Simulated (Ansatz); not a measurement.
Basis-set series for ClH₃O₂Sn (`[OH][SnH]([OH])[Cl]`). Charge 0, multiplicity 1. Sn takes the def2 core potential. All single points use the PBE0-D4/def2-TZVP geometry. It is one conformer, not always the lowest.

| functional | basis | functions | energy (Eh) | HOMO (eV) | LUMO (eV) |
| --- | --- | --- | --- | --- | --- |
| PBE0-D4 | def2-SVP | 87 | -826.24013 | -8.78 | -1.06 |
| PBE0-D4 | def2-QZVPP | 356 | -826.64068 | -9.10 | -1.43 |
| ωB97M-V | def2-SVP | 87 | -826.42349 | -11.15 | 1.04 |
| ωB97M-V | def2-QZVPP | 356 | -826.82658 | -11.49 | 0.39 |

Q: Give the rows for def2-TZVPP. (Estimate.)

A: The calculation gave: 
```csv
functional,basis,functions,energy (Eh),HOMO (eV),LUMO (eV)
PBE0-D4,def2-TZVPP,196,-826.61497,-9.05,-1.34
ωB97M-V,def2-TZVPP,196,-826.80183,-11.44,0.61
```

Positive LUMOs are unbound and depend on the basis.

Computed with Ansatz.
